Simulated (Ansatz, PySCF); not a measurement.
This singlet lies 2.01 eV below the relaxed triplet at the level B3LYP/cc-pVTZ // PBE0-D3(BJ)/def2-TZVP (Ansatz, a program for electronic structure).

CHNOSi, SMILES `N#C[Si]O` (lower singlet) (charge 0, multiplicity 1)

Method: PySCF with PBE0-D3(BJ)/def2-TZVP.

```
Quantity                              Value
-------------  ----------------------------
HOMO                               -7.99 eV
dipole moment                        2.27 D
HOMO–LUMO gap                       4.99 eV
LUMO                               -3.00 eV
total energy                   -457.9361 Ha
cost           very roughly 21 core-seconds
```

```xyz
5

N      2.1100    -0.5757     0.1276
C      1.1430     0.0356    -0.0359
Si    -0.3547     1.1926    -0.3525
O     -1.5471     0.1248    -0.0037
H     -1.3511    -0.7774     0.2645
```
